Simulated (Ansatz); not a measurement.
System: GaI (charge 0, singlet). 
Geometry from a B3LYP-D3(BJ)/def2-TZVP (Ansatz, an electronic-structure program) optimisation:
```xyz
2

Ga     0.0000     0.0000    -1.6517
I      0.0000     0.0000     0.9661
```
Charge 0, spin multiplicity 1.

Basis-set convergence of Hartree-Fock and CCSD correlation energies (hartree) with Ansatz. Cores are frozen in the correlated levels unless marked. No spin-orbit coupling. Frozen are the shells of the preceding noble gas and the d and f shells that filled before the atom's block. Past Kr the def2 sets carry scalar-relativistic core potentials.

```json
[
 {"basis": "def2-SVPD", "functions": "73", "E(HF)": "-2219.72471", "E(corr, CCSD)": "-0.16583"},
 {"basis": "def2-TZVPPD", "functions": "113", "E(HF)": "-2219.98152", "E(corr, CCSD)": "-0.20936"},
 {"basis": "def2-QZVPPD", "functions": "186", "E(HF)": "-2220.02172", "E(corr, CCSD)": "-0.23038"}
]
```

Extrapolating the two largest sets (X = 3 and 4) as X^-3: E(corr) = (64·(-0.23038) - 27·(-0.20936))/37 = -0.2457 Eh, an estimate of the basis-set limit. The largest set recovers 93.8 % of it, the smallest 67.5 %.
